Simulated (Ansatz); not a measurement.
Abridged output of a molecular run in Ansatz:

```
Functional definition: HF
2626 factors; integrals over basis functions are off by at most 8.1e-4 eV
mean field evaluation 1: about -50890.7309 eV, gradient 7.3e1 eV
mean field evaluation 2: about -50890.9520 eV, gradient 7.3e1 eV
mean field evaluation 4: about -50898.0435 eV, gradient 1.4e1 eV
mean field evaluation 8: about -50898.3757 eV, gradient 1.4e0 eV
mean field evaluation 16: about -50898.3857 eV, gradient 4.2e-5 eV
mean field -50898.38566896 eV, -1870.4811731692 hartree, gradient 2.8e-6 eV, S^2 0.000000; 0 other end points of the search recorded, 0 dependent functions left out
13 core orbitals not correlated: weight in the atoms' cores, before any rotation towards them, 1.000 or more for the frozen orbitals, at most 0.000 for the correlated occupied ones
reference -50898.38566896 eV, -1870.4811731692 hartree; 17, 17 occupied and 388, 388 virtual orbitals, 2626 factors
second order -38.15027090 eV of doubles, -0.00000000 eV of singles
cycle   1  -33.94116615 eV  change     4.2e0 eV  update   2.7e-1
cycle   2  -35.49911485 eV  change    -1.6e0 eV  update   2.2e-1
cycle   3  -35.89306735 eV  change   -3.9e-1 eV  update   6.2e-2
cycle   4  -35.98511685 eV  change   -9.2e-2 eV  update   3.0e-2
cycle   5  -35.93892744 eV  change    4.6e-2 eV  update   1.6e-2
cycle   6  -35.92768494 eV  change    1.1e-2 eV  update   5.7e-3
cycle   7  -35.93247878 eV  change   -4.8e-3 eV  update   3.2e-3
cycle   8  -35.93320946 eV  change   -7.3e-4 eV  update   1.3e-3
cycle   9  -35.93204259 eV  change    1.2e-3 eV  update   5.4e-4
cycle  10  -35.93165175 eV  change    3.9e-4 eV  update   2.0e-4
cycle  11  -35.93218833 eV  change   -5.4e-4 eV  update   1.0e-4
cycle  12  -35.93216051 eV  change    2.8e-5 eV  update   7.8e-5
cycle  13  -35.93199903 eV  change    1.6e-4 eV  update   3.2e-5
cycle  14  -35.93204050 eV  change   -4.1e-5 eV  update   1.9e-5
perturbative correction -1.75922016 eV, -0.0646501486 hartree
Total energy: -50936.07692962 eV, -1871.8663014505 hartree
```

Its atoms:

```xyz
8

C     0.9679    1.1826   -0.7070
C     0.1405    0.1679   -0.1005
N    -0.5177   -0.6380    0.3813
Cu   -1.5578   -1.9043    1.1385
F    -2.5735   -3.1378    1.8762
H     0.4023    1.7097   -1.4774
H     1.2918    1.8983    0.0505
H     1.8465    0.7217   -1.1617
```

Question: Which basis set was used?
A. def2-TZVPPD
B. def2-QZVPP
C. def2-SVPD
D. def2-TZVPP

Answer: B. It gives 418 functions.

Question: Write the keys of the input that set method, charge and spin (a neutral closed shell needs none for the last two).

Answer: 
```yaml
correlation: {method: ccsd_t, frozen_orbitals: {C: 1, Cu: 9, F: 1, H: 0, "N": 1}}
```
